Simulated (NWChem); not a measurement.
System: C4H5N; SMILES C1=CCN=C1

The following NWChem deck was run.

```
start job
memory heap 200 mb stack 900 mb global 1100 mb
geometry units angstroms noautosym nocenter noautoz
  C      0.728403     0.975594     0.000000
  C     -0.618986     1.015042     0.000000
  C     -1.092412    -0.400449     0.000000
  N      0.080098    -1.241413     0.000000
  C      1.089527    -0.445293     0.000000
  H      1.422761     1.816572     0.000000
  H     -1.259079     1.898504     0.000000
  H     -1.721636    -0.637487     0.878413
  H     -1.721636    -0.637487    -0.878413
  H      2.116540    -0.829793     0.000000
end
basis spherical
  * library pcsseg-1
end
dft
  xc pbe0
  iterations 150
end
property
  shielding 9 1 2 3 4 5 6 7 8 10
end
task dft property
```

Excerpt of the output:

```
             Northwest Computational Chemistry Package (NWChem) 7.3.0
             --------------------------------------------------------

                             Geometry "geometry" -> ""
                             -------------------------

 Output coordinates in angstroms (scale by  1.889725989 to convert to a.u.)

  No.       Tag          Charge          X              Y              Z
 ---- ---------------- ---------- -------------- -------------- --------------
    1 C                    6.0000     0.72840300     0.97559400     0.00000000
    2 C                    6.0000    -0.61898600     1.01504200     0.00000000
    3 C                    6.0000    -1.09241200    -0.40044900     0.00000000
    4 N                    7.0000     0.08009800    -1.24141300     0.00000000
    5 C                    6.0000     1.08952700    -0.44529300     0.00000000
    6 H                    1.0000     1.42276100     1.81657200     0.00000000
    7 H                    1.0000    -1.25907900     1.89850400     0.00000000
    8 H                    1.0000    -1.72163600    -0.63748700     0.87841300
    9 H                    1.0000    -1.72163600    -0.63748700    -0.87841300
   10 H                    1.0000     2.11654000    -0.82979300     0.00000000

 Effective nuclear repulsion energy (a.u.)     158.9202487350

                              NWChem Property Module
                              ----------------------

  itol2e modified to match energy
  convergence criterion.

                                 NWChem DFT Module
                                 -----------------

 Summary of "ao basis" -> "ao basis" (spherical)
 ------------------------------------------------------------------------------
       Tag                 Description            Shells   Functions and Types
 ---------------- ------------------------------  ------  ---------------------
 C                          pcsseg-1                 7       17   3s3p1d
 N                          pcsseg-1                 7       17   3s3p1d
 H                          pcsseg-1                 3        5   2s1p

  itol2e modified to match energy
  convergence criterion.

            General Information
            -------------------
          SCF calculation type: DFT
          Wavefunction type:  closed shell.
          No. of atoms     :    10
          No. of electrons :    36
           Alpha electrons :    18
            Beta electrons :    18
          Charge           :     0
          Spin multiplicity:     1
          Use of symmetry is: off; symmetry adaption is: off
          Maximum number of iterations: 150
          AO basis - number of functions:   110
                     number of shells:    50
          Convergence on energy requested:  1.00D-07
          Convergence on density requested:  1.00D-05
          Convergence on gradient requested:  5.00D-04

              XC Information
              --------------
                         PBE0 Method XC Functional
                     Hartree-Fock (Exact) Exchange  0.250
          PerdewBurkeErnzerhof Exchange Functional  0.750
            Perdew 1991 LDA Correlation Functional  1.000 local
           PerdewBurkeErnz. Correlation Functional  1.000 non-local

             Grid Information
             ----------------
          Grid used for XC integration:  fine
          Radial quadrature: Mura-Knowles
          Angular quadrature: Lebedev.
          Tag              B.-S. Rad. Rad. Pts. Rad. Cut. Ang. Pts.
          ---              ---------- --------- --------- ---------
          C                   0.70       70          10.0       590
          N                   0.65       70          10.0       590
          H                   0.35       60          12.0       590
          Grid pruning is: on
          Number of quadrature shells:   650
          Spatial weights used:  Erf1

      Superposition of Atomic Density Guess
      -------------------------------------

 Sum of atomic energies:        -207.39331327

      Non-variational initial energy
      ------------------------------

 Total energy =    -210.779619
 1-e energy   =    -592.446393
 2-e energy   =     222.746525
 HOMO         =      -0.318300
 LUMO         =      -0.053338

   convergence    iter        energy       DeltaE   RMS-Dens  Diis-err
 ---------------- ----- ----------------- --------- --------- ---------
 d= 0,ls=0.0,diis     1   -209.8076568398 -3.69D+02  7.65D-03  5.30D-01
 d= 0,ls=0.0,diis     2   -209.7948030915  1.29D-02  5.45D-03  6.66D-01
 d= 0,ls=0.0,diis     3   -209.8578091755 -6.30D-02  1.62D-03  1.17D-01
 d= 0,ls=0.0,diis     4   -209.8700779907 -1.23D-02  4.06D-04  3.48D-03
 d= 0,ls=0.0,diis     5   -209.8704492111 -3.71D-04  1.38D-04  3.97D-04
  Resetting Diis
 d= 0,ls=0.0,diis     6   -209.8704947191 -4.55D-05  4.48D-05  5.12D-05
 d= 0,ls=0.0,diis     7   -209.8705009295 -6.21D-06  3.07D-05  3.89D-06
 d= 0,ls=0.0,diis     8   -209.8704999519  9.78D-07  1.85D-05  1.14D-05
 d= 0,ls=0.0,diis     9   -209.8705014319 -1.48D-06  1.39D-06  8.30D-08
 d= 0,ls=0.0,diis    10   -209.8705014393 -7.42D-09  5.61D-07  8.85D-09

         Total DFT energy =     -209.870501439350
      One electron energy =     -596.800252331859
           Coulomb energy =      258.190830371735
    Exchange-Corr. energy =      -30.181328214180
 Nuclear repulsion energy =      158.920248734955

 Numeric. integr. density =       35.999996145277

                       DFT Final Molecular Orbital Analysis
                       ------------------------------------

 Vector   16  Occ=2.000000D+00  E=-3.387099D-01
              MO Center=  9.8D-02, -2.4D-01, -4.9D-10, r^2= 2.7D+00
   Bfn.  Coefficient  Atom+Function         Bfn.  Coefficient  Atom+Function
  ----- ------------  ---------------      ----- ------------  ---------------
    77      0.274393   5 C  pz               96     -0.213345   8 H  s
   101      0.213345   9 H  s                 9      0.208015   1 C  pz
    80      0.203002   5 C  pz               60      0.174669   4 N  pz
    43     -0.173769   3 C  pz               12      0.161003   1 C  pz
    63      0.150176   4 N  pz               74      0.124117   5 C  pz

 Vector   17  Occ=2.000000D+00  E=-2.829806D-01
              MO Center=  1.3D-01, -1.1D+00, -3.9D-11, r^2= 1.8D+00
   Bfn.  Coefficient  Atom+Function         Bfn.  Coefficient  Atom+Function
  ----- ------------  ---------------      ----- ------------  ---------------
    62      0.388497   4 N  py               59      0.373163   4 N  py
    54     -0.242164   4 N  s                56      0.189670   4 N  py
    53     -0.186609   4 N  s                 3     -0.168815   1 C  s
     8      0.134394   1 C  py              106      0.127908  10 H  s
    42     -0.119849   3 C  py               76     -0.112983   5 C  py

 Vector   18  Occ=2.000000D+00  E=-2.737249D-01
              MO Center=  4.1D-02,  2.4D-01,  7.5D-11, r^2= 2.4D+00
   Bfn.  Coefficient  Atom+Function         Bfn.  Coefficient  Atom+Function
  ----- ------------  ---------------      ----- ------------  ---------------
    26      0.289579   2 C  pz               29      0.265453   2 C  pz
    60     -0.266035   4 N  pz               63     -0.258574   4 N  pz
     9      0.242985   1 C  pz               12      0.213657   1 C  pz
    23      0.132189   2 C  pz               57     -0.128692   4 N  pz
    77     -0.123164   5 C  pz               80     -0.120054   5 C  pz

[...]

          -----------------------------------------
          Chemical Shielding Tensors (GIAO, in ppm)
          -----------------------------------------

                                NWChem CPHF Module
                                ------------------

  scftype          =     RHF
  nclosed          =       18
  nopen            =        0
  variables        =     1656
  # of vectors     =        3
  tolerance        = 0.10D-03
  level shift      = 0.00D+00
  max iterations   =       50
  max subspace     =       30

 SCF residual:    6.6741473903761506E-005

Iterative solution of linear equations
  No. of variables     1656
  No. of equations        3
  Maximum subspace       30
        Iterations       50
       Convergence  1.0D-04

   iter   nsub   residual    time
   ----  ------  --------  ---------
     1      3    7.68D-01      81.1
     2      6    9.77D-02      87.0
     3      9    5.07D-03      92.3
     4     12    3.03D-04      98.6
     5     15    1.80D-05     105.1

      Atom:    1  C
        Diamagnetic
    262.5289     -3.5653     -0.0000
     -3.5653    260.6338      0.0000
     -0.0000      0.0000    234.6832

        Paramagnetic
   -203.1572    -12.6187     -0.0000
    -12.6187   -318.0569     -0.0000
     -0.0000     -0.0000    -91.3375

        Total Shielding Tensor
     59.3717    -16.1840     -0.0000
    -16.1840    -57.4231     -0.0000
     -0.0000     -0.0000    143.3458

           isotropic =      48.4315
          anisotropy =     142.3714

          Principal Components and Axis System
                 1           2           3
              143.3458     61.5728    -59.6242

      1        -0.0000      0.9909      0.1348
      2        -0.0000     -0.1348      0.9909
      3         1.0000      0.0000      0.0000

      Atom:    2  C
        Diamagnetic
    263.4800      2.9455     -0.0000
      2.9455    260.2035     -0.0000
     -0.0000     -0.0000    236.6521

        Paramagnetic
   -270.1640     32.1372     -0.0000
     32.1372   -341.7605     -0.0000
     -0.0000     -0.0000    -80.5458

        Total Shielding Tensor
     -6.6840     35.0827     -0.0000
     35.0827    -81.5569     -0.0000
     -0.0000     -0.0000    156.1063

           isotropic =      22.6218
          anisotropy =     200.2268

          Principal Components and Axis System
                 1           2           3
              156.1063    -95.4263      7.1853

      1        -0.0000     -0.3676      0.9300
      2        -0.0000      0.9300      0.3676
      3         1.0000      0.0000      0.0000

      Atom:    3  C
        Diamagnetic
    247.2301     -2.5893      0.0000
     -2.5893    257.0947      0.0000
      0.0000      0.0000    235.0595

        Paramagnetic
   -135.4813    -15.9804     -0.0000
    -15.9804   -130.0112     -0.0000
     -0.0000     -0.0000   -136.3831

        Total Shielding Tensor
    111.7488    -18.5698     -0.0000
    -18.5698    127.0835     -0.0000
     -0.0000     -0.0000     98.6764

           isotropic =     112.5029
          anisotropy =      40.5055

          Principal Components and Axis System
                 1           2           3
              139.5065     99.3257     98.6764

      1        -0.5560      0.8312      0.0000
      2         0.8312      0.5560      0.0000
      3         0.0000     -0.0000      1.0000

      Atom:    4  N
        Diamagnetic
    343.3027     -2.0274     -0.0000
     -2.0274    317.1598     -0.0000
     -0.0000     -0.0000    309.2287

        Paramagnetic
   -790.7748     57.9168      0.0000
     57.9168   -472.2747     -0.0000
      0.0000     -0.0000    -60.5148

        Total Shielding Tensor
   -447.4721     55.8895      0.0000
     55.8895   -155.1150     -0.0000
      0.0000     -0.0000    248.7140

           isotropic =    -117.9577
          anisotropy =    -509.7516

          Principal Components and Axis System
                 1           2           3
             -457.7921    248.7140   -144.7949

      1         0.9834      0.0000      0.1816
      2        -0.1816     -0.0000      0.9834
      3        -0.0000      1.0000      0.0000

      Atom:    5  C
        Diamagnetic
    254.7724      1.9714     -0.0000
      1.9714    266.5005      0.0000
     -0.0000      0.0000    233.3199

        Paramagnetic
   -293.5481     55.0812      0.0000
     55.0812   -297.0700     -0.0000
      0.0000     -0.0000   -125.4114

        Total Shielding Tensor
    -38.7757     57.0526      0.0000
     57.0526    -30.5694      0.0000
      0.0000      0.0000    107.9086

           isotropic =      12.8545
          anisotropy =     142.5812

          Principal Components and Axis System
                 1           2           3
              107.9086    -91.8726     22.5274

      1         0.0000      0.7320      0.6813
      2         0.0000     -0.6813      0.7320
      3         1.0000     -0.0000     -0.0000

      Atom:    6  H
        Diamagnetic
     32.5232      7.4569     -0.0000
      7.4569     35.8245      0.0000
     -0.0000      0.0000     23.0119

        Paramagnetic
     -5.1346     -7.6393      0.0000
     -7.6393    -13.3708     -0.0000
      0.0000     -0.0000      0.5680

        Total Shielding Tensor
     27.3886     -0.1825     -0.0000
     -0.1825     22.4538      0.0000
     -0.0000      0.0000     23.5799

           isotropic =      24.4741
          anisotropy =       4.3819

          Principal Components and Axis System
                 1           2           3
               27.3953     23.5799     22.4470

      1         0.9993      0.0000      0.0369
      2        -0.0369      0.0000      0.9993
      3        -0.0000      1.0000     -0.0000

      Atom:    7  H
        Diamagnetic
     31.5072     -7.7001     -0.0000
     -7.7001     36.3990      0.0000
     -0.0000      0.0000     22.8488

        Paramagnetic
     -7.9419      9.6883      0.0000
      9.6883    -13.4255      0.0000
      0.0000      0.0000      1.1507

        Total Shielding Tensor
     23.5653      1.9882     -0.0000
      1.9882     22.9735      0.0000
     -0.0000      0.0000     23.9995

           isotropic =      23.5128
          anisotropy =       2.6502

          Principal Components and Axis System
                 1           2           3
               25.2795     23.9995     21.2593

      1         0.7574     -0.0000     -0.6530
      2         0.6530      0.0000      0.7574
      3        -0.0000      1.0000     -0.0000

      Atom:    8  H
        Diamagnetic
     30.0590      2.4424     -8.1400
      2.4424     24.5038     -2.8689
     -8.1400     -2.8689     29.2467

        Paramagnetic
     -3.1802     -1.9027      4.0746
     -1.9027      1.6040      1.3091
      4.0746      1.3091     -2.1500

        Total Shielding Tensor
     26.8789      0.5397     -4.0654
      0.5397     26.1078     -1.5598
     -4.0654     -1.5598     27.0967

           isotropic =      26.6945
          anisotropy =       7.1708

          Principal Components and Axis System
                 1           2           3
               31.4750     25.8472     22.7611

      1        -0.6554     -0.3483      0.6701
      2        -0.2708      0.9367      0.2220
      3         0.7050      0.0360      0.7083

      Atom:    9  H
        Diamagnetic
     39.5510     -5.6222     -0.0000
     -5.6222     27.9524      0.0000
     -0.0000      0.0000     22.3755

        Paramagnetic
    -16.2209      6.4501      0.0000
      6.4501     -3.6100     -0.0000
      0.0000     -0.0000     -0.8436

        Total Shielding Tensor
     23.3301      0.8280      0.0000
      0.8280     24.3425     -0.0000
      0.0000     -0.0000     21.5320

           isotropic =      23.0682
          anisotropy =       2.6078

          Principal Components and Axis System
                 1           2           3
               24.8067     22.8658     21.5320

      1         0.4891      0.8722     -0.0000
      2         0.8722     -0.4891      0.0000
      3         0.0000      0.0000      1.0000
```

Level: PBE0/pcSseg-1, GIAO. The geometry was optimised at PBE0/def2-SVP. The output numbers the shielded atoms by their place in the input's list. The printed shielding anisotropy is the first printed principal value minus the mean of the other two.
